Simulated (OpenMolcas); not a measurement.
Co6+: effect of the active space

```
Program             : OpenMolcas
Method              : CASSCF or its RAS form
Basis               : ANO-RCC-VTZP
Scalar Hamiltonian  : DKH2, point nucleus
Spin-orbit coupling : state interaction with AMFI integrals over the reference wave functions, term energies averaged over their components
```

A. 3 electrons in 5 orbitals (3d); 2S+1 = 4 even, 10 roots; 2S+1 = 2 even, 40 roots kept (CI in the orbitals of an earlier block); cost of the order of 8 core-seconds
B. 9 electrons in 8 orbitals (RAS1 3p, at most 2 holes; RAS2 3d); 2S+1 = 4 even, 10 roots; 2S+1 = 2 even, 40 roots; cost about 27 core-seconds
C. 3 electrons in 10 orbitals (3d 4d); 2S+1 = 4 even, 10 roots; 2S+1 = 2 even, 40 roots; cost about 18 core-seconds

Energies in cm⁻¹ above 3d³ ⁴F_3/2, the measured ground level; measured values from Sugar and Corliss, J. Phys. Chem. Ref. Data 10, 1097 (1981).

```
               Level      A      B      C  Measured
          3d³ ⁴F_3/2    0.0    0.0    0.0       0.0
          3d³ ⁴F_5/2    730    750    731       698
          3d³ ⁴F_7/2   1708   1752   1711      1610
          3d³ ⁴F_9/2   2898   2966   2905      2723
          3d³ ⁴P_1/2  25747  24193  25630     21096
          3d³ ⁴P_3/2  25977  24384  25866     21304
          3d³ ²G_7/2  26600  26539  26441          
          3d³ ⁴P_5/2  26914  25409  26812     22187
          3d³ ²G_9/2  27543  27537  27387          
          3d³ ²P_1/2  35059  31818  34873          
   3d³ ²P_3/2 [65 %]  35083  31746  34871          
          3d³ ²H_9/2  35239  36816  34995          
         3d³ ²H_11/2  35906  37531  35672          
3d³ ²D_3/2(1) [68 %]  38827  35239  38537          
       3d³ ²D_5/2(1)  39074  35482  38773          
          3d³ ²F_7/2  60130  58598  59678          
          3d³ ²F_5/2  60549  59019  60093          
       3d³ ²D_5/2(2)  93876  87093  92631          
       3d³ ²D_3/2(2)  94375  87687  93097
```

Deviations, from unrounded energies. A percentage is the sum of absolute deviations over the sum of measured energies, with the sign that they share, or ± where signs differ.

| Against measurement | Levels | A | B | C |
| --- | --- | --- | --- | --- |
| mean absolute deviation (cm-1) | 6 | 2400 | 1600 | 2300 |
| fine structure of the ground term (%) | 3 | +6.0 | +8.7 | +6.3 |
| other terms of the ground configuration (%) | 3 | +21.8 | +14.6 | +21.2 |

B lies closest to measurement on these levels and A furthest from it. The largest miss of B in the table is 3d³ ⁴P_5/2, by +3200 cm-1. The ranking rests on the paired levels alone, and a cruder setting can come out closer through cancelling errors.

Among A to C the level of the table that moves most is 3d³ ²D_5/2(2), by 6800 cm-1 (lowest in B, highest in A).

Without dynamic correlation excited terms often stand tens of per cent too high (terms of higher spin than the ground term too low), and those without a measured partner can miss by more than the paired ones. Terms from blocks run as CI alone lack orbitals of their own (holds for A). Active for correlation alone: 3p; no level in the range computed is led by a configuration that opens it, so any true level of that kind is missing (holds for B). Active for correlation alone: 4d; no level in the range computed is led by a configuration that fills it, so any true level of that kind is missing (holds for C). Measured partners are found by configuration, term and J. A level has none where our copy of the source lacks it or the pairing is in doubt (some pairs that miss far off the trend of their configuration count as doubtful), and it then counts in no deviation. Levels of configurations outside the active space are missing.

A share in square brackets marks a mixed level and gives the weight of the term that names it, the lowest over the columns. A number in round brackets counts repeated terms of one configuration in the order of the reference energies.
